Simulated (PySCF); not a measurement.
**C²⁺: excitation energy**

C²⁺ [He] 2s2 (1S) → C²⁺ [He] 2p2 (3P), as a difference of total energies. All numbers are calculated (PySCF 2.14, no relativity, point nucleus, in aug-cc-pVQZ (6s5p4d3f2g, 80 functions)). Correlated levels: valence: 1s2 frozen. The calculations carry no spin-orbit coupling.

| method | excitation energy (eV) |
| --- | --- |
| UHF | 15.386 |
| LDA | 13.950 |
| PBE | 14.057 |
| PBE0 | 14.568 |
| r2SCAN | 14.124 |
| HSE06 | 14.510 |
| wB97M-V | 15.040 |
| B2PLYP | 15.426 |
| wB97X | 14.453 |
| MP2 (valence) | 16.421 |
| SCS-MP2 (valence) | 16.808 |

How much does correlation contribute at MP2 (valence)?

16.421 − (15.386) = 1.035 eV, measured against UHF.

A first-order spin-orbit estimate (lowest level to lowest level, LS coupling) adds -0.007 eV.
